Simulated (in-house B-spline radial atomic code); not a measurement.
# Yb VII (Yb6+): [Kr] 4d10 4f12 5s2 5p4 (with a hole in an inner shell)

Level of theory: Dirac-Hartree-Fock, average of configuration, Fermi nucleus of rms radius 5.3108 fm; calculated with a radial B-spline atomic code at the basis-set limit.

Z_r = [3n² - l(l+1)]/(2<r>); Z_e = n√(-2ε); the last column is Slater's effective charge. Values are occupation-weighted means over j. An effective charge above Z reflects the relativistic contraction of the inner shells.

| shell | electrons | ε (eV) | <r> (bohr) | Z_r | Z_e | Slater |
| --- | --- | --- | --- | --- | --- | --- |
| 1s | 2 | -61800 | 0.01966 | 76.30 | 67.40 | 69.70 |
| 2s | 2 | -10678 | 0.08269 | 72.56 | 56.03 | 65.85 |
| 2p | 6 | -9465.3 | 0.07378 | 67.77 | 52.75 | 65.85 |
| 3s | 2 | -2537.2 | 0.2157 | 62.60 | 40.97 | 58.75 |
| 3p | 6 | -2160.6 | 0.2151 | 58.12 | 37.80 | 58.75 |
| 3d | 10 | -1677.2 | 0.1961 | 53.55 | 33.31 | 48.85 |
| 4s | 2 | -603.33 | 0.4874 | 49.24 | 26.64 | 42.25 |
| 4p | 6 | -475.85 | 0.5163 | 44.55 | 23.66 | 42.25 |
| 4d | 10 | -299.62 | 0.5572 | 37.69 | 18.77 | 30.85 |
| 5s | 2 | -147.31 | 1.151 | 32.58 | 16.45 | 14.75 |
| 5p | 4 | -113.64 | 1.295 | 28.19 | 14.45 | 14.75 |
| 4f | 12 | -107.31 | 0.6685 | 26.93 | 11.23 | 20.15 |

The least bound orbital is 4f7/2 at -106.6 eV, while the most diffuse is 5p3/2 (<r> = 1.319 bohr against 0.6722 bohr): energy order and size order differ.

Spin-orbit splittings of the orbital energies (j = l + 1/2 above j = l - 1/2 when positive): 2p 1049 eV, 3p 226.5 eV, 3d 48.94 eV, 4p 51.98 eV, 4d 9.685 eV, 5p 8.14 eV, 4f 1.57 eV.

For the 1s electron the small component carries 6.9 % of the norm, the zero-frequency Breit interaction raises the level by 202.4 eV, self-energy by 124.3 eV, and vacuum polarisation lowers it by 22.14 eV.
